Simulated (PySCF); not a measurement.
Al(H)(OEt)(NH2) (C2H8AlNO), SMILES CC[O][AlH][NH2]. Atoms are numbered in the order given.

```xyz
13

Al    -0.4286     0.6624     1.0906
H     -1.3223     0.7267     2.3860
O      0.0289    -0.8692     0.5097
C      0.6869    -1.4260    -0.5812
C     -0.0566    -1.1951    -1.8838
H      1.7164    -1.0236    -0.6706
H      0.7974    -2.5128    -0.4109
H     -0.1461    -0.1180    -2.1013
H      0.4631    -1.6707    -2.7302
H     -1.0733    -1.6135    -1.8245
N      0.0861     2.1437     0.2669
H     -0.1561     3.0793     0.5738
H      0.6772     2.1952    -0.5550
```
Charge 0, spin multiplicity 1.

Geometry optimised at PBE0-D3(BJ)/def2-SVP. The structure was generated by enumeration; whether it is a known compound was not checked. The values are those of a single conformer.

Two levels are set side by side: PBE/pcSseg-1 (PySCF) and PBE0/pcSseg-1 (PySCF). GIAO shifts against H2O (¹⁷O), NH3 (¹⁵N), TMS (¹H), TMS (¹³C) at the same level; non-relativistic, no solvent, atoms listed together averaged. Differences are taken from unrounded values.

```tsv
quantity	PBE0
δ(¹H) of H2 (ppm)	4.19
δ(¹⁷O) of O3 (ppm)	64.4
δ(¹³C) of C4 (ppm)	63.7
δ(¹³C) of C5 (ppm)	25.5
δ(¹H) of H6, H7 (ppm)	4.26
δ(¹⁵N) of N11 (ppm)	31.5
```

**Question.** What does PBE give, and how far is it from PBE0? (An estimate is asked for; the answer gives what the named calculation found.)

**Answer.** 
```
quantity                PBE  PBE minus PBE0
---------------------  ----  --------------
δ(¹H) of H2 (ppm)      4.29            0.10
δ(¹⁷O) of O3 (ppm)     84.4            20.0
δ(¹³C) of C4 (ppm)     66.9             3.2
δ(¹³C) of C5 (ppm)     26.2             0.7
δ(¹H) of H6, H7 (ppm)  4.47            0.22
δ(¹⁵N) of N11 (ppm)    39.0             7.5
```

Rough cost on one machine, each run with all the roots and properties that it gave: PBE0 against PBE within a factor of 2.
